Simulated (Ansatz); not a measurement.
C₂H₅NO₂Si, relaxed with RKS PBE0-D4/def2-TZVP in Ansatz 0.2.0 from a PBE-D4/def2-SVP geometry. The force threshold is 0.005 eV/Å; the program also tests the step.

The species carries charge 0 and has multiplicity 1.

Start:

```xyz
11

C    -0.220   -1.544   -0.206
Si    0.015    0.214    0.365
O    -0.557    0.503    1.896
N     1.527    1.074   -0.036
C     0.757    1.721   -0.859
O    -0.580    1.387   -0.840
H     0.344   -2.247    0.439
H     0.149   -1.651   -1.245
H    -1.290   -1.835   -0.188
H    -1.200   -0.126    2.262
H     1.055    2.505   -1.588
```

Problem. By how much does the energy fall, and how many steps does the optimiser take? (An estimate is asked.)

Solution. Computed: 2.45 kcal/mol, in 15 steps, 2 of them rejected.

Problem. Which bonds change most? (Estimate.)

Solution. The calculation gave: Si2–O6 from 1.784 to 1.724 Å; Si2–O3 from 1.659 to 1.624 Å; Si2–N4 from 1.785 to 1.760 Å.

Problem. Give the relaxed structure. (Estimate.)

Solution. Computed: 
```xyz
11

C    -0.222   -1.515   -0.202
Si   -0.007    0.233    0.346
O    -0.589    0.498    1.839
N     1.502    1.054   -0.036
C     0.760    1.702   -0.851
O    -0.572    1.375   -0.815
H     0.330   -2.197    0.450
H     0.154   -1.637   -1.219
H    -1.276   -1.806   -0.190
H    -1.135   -0.171    2.252
H     1.053    2.464   -1.574
```
